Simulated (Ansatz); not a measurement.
Cl2Ge (SMILES [Cl][Ge][Cl]) moved off its minimum; all values from Ansatz (a program for electronic structure), cores frozen in correlated methods.
(charge 0, multiplicity 1)
```xyz
3

Ge     0.05525    -0.00056     0.84341
Cl     1.09352     1.36985    -0.58428
Cl    -1.10149    -1.24063    -0.69733
```

Forces at B3LYP/def2-TZVPP (eV/Å):

```json
[
 {"atom": "Ge1", "Fx": "-0.266", "Fy": "-0.219", "Fz": "-1.074"},
 {"atom": "Cl2", "Fx": "-0.157", "Fy": "-0.222", "Fz": "0.371"},
 {"atom": "Cl3", "Fx": "0.423", "Fy": "0.441", "Fz": "0.703"}
]
```

Task: Give the forces (eV/Å), the total energy and the dipole at CCSD(T)/def2-TZVPPD.

Result: 
```
atom      Fx      Fy      Fz
----  ------  ------  ------
Ge1   -0.284  -0.218  -1.321
Cl2   -0.282  -0.381   0.482
Cl3    0.566   0.599   0.839
```
Energy -2995.0115 hartree, dipole 2.56 D.
